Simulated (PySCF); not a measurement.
O₂Si, singlet, geometry from GFN2-xTB, with bond 3-2 at 1.6 times its length. Base run: HF/def2-SVP (PySCF).

Geometry (Å):
```xyz
3

O      0.0000     0.0000    -1.4911
Si     0.0000     0.0000     0.0000
O      0.0000     0.0000     2.3857
```
All else is at PySCF's defaults.
Base energy -438.24885 Eh.

The base run was repeated with changes; each row names its change, and settings that it needs were set with it.

```
change                                ΔE vs base (mEh)  SCF cycles        outcome
------------------------------------  ----------------  ----------  -------------
base                                             0.000          12      converged
init_guess = 1e                                  0.000          17      converged
conv_tol_grad = 1e-7                             0.000          14      converged
damp = 0.5; diis_start_cycle = 5                 0.000          13      converged
init_guess = sap                                 0.000          11      converged
diis_space = 12                                  0.000          12      converged
conv_tol = 1e-6                                  0.000          10      converged
conv_tol_grad = 1e-3                             0.000          12      converged
diis_space = 20                                  0.000          12      converged
init_guess = huckel                              0.000          15      converged
diis_space = 4                                   0.000          12      converged
diis = off (with mf.max_cycle = 100)                 -         100  not converged
solver = newton                                  0.000           -      converged
```
